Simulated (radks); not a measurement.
Q: The table gives one normalised radial function P(r) = r R(r) (large component) of Ir in [Xe] 4f14 5d7 6s2 (r in bohr). Calculated with a radial shooting solver on a logarithmic mesh with Libxc functionals: Dirac Kohn-Sham, PBEsol, spin-unpolarised, spherical densities, point nucleus; open shells are shared between the two j in proportion to 2j + 1.

| r | P |
|---|---|
| 0.001622 | 0.0000 |
| 0.002198 | 0.0000 |
| 0.002979 | 0.0000 |
| 0.004037 | 0.0000 |
| 0.005471 | 0.0000 |
| 0.007475 | 0.0000 |
| 0.01013 | 0.0001 |
| 0.01373 | 0.0003 |
| 0.01861 | 0.0010 |
| 0.02522 | 0.0030 |
| 0.03418 | 0.0085 |
| 0.04632 | 0.0230 |
| 0.06277 | 0.0587 |
| 0.08508 | 0.1381 |
| 0.1153 | 0.2944 |
| 0.1563 | 0.5552 |
| 0.2118 | 0.9032 |
| 0.287 | 1.2360 |
| 0.389 | 1.3909 |
| 0.5272 | 1.2701 |
| 0.7145 | 0.9359 |
| 0.9761 | 0.5394 |
| 1.323 | 0.2421 |
| 1.793 | 0.0801 |
| 2.43 | 0.0183 |
| 3.293 | 0.0026 |
| 4.463 | 0.0002 |
| 6.048 | 0.0000 |
| 8.197 | 0.0000 |

Which n and l does it have? It may be an empty orbital.

A: n = 4, l = 3: the number of nodes gives n - l - 1 = 0, the rise at small r points to l (this Dirac orbital starts as r^gamma with gamma = sqrt((l + 1)^2 - (Z/c)^2) = 3.96; the j = 7/2 orbital of l + 1 starts with the same power, but with a smaller coefficient, and then steepens), and the extent must fit the shell. The curve is that of 4f7/2; the two j differ most near the nucleus, where j = l - 1/2 has the larger amplitude, and in heavy atoms j = l - 1/2 is also the more compact. 4f7/2: eigenvalue -60.687 eV, 0 radial nodes, <r> = 0.539 bohr, 90 % of the charge inside 0.875 bohr.
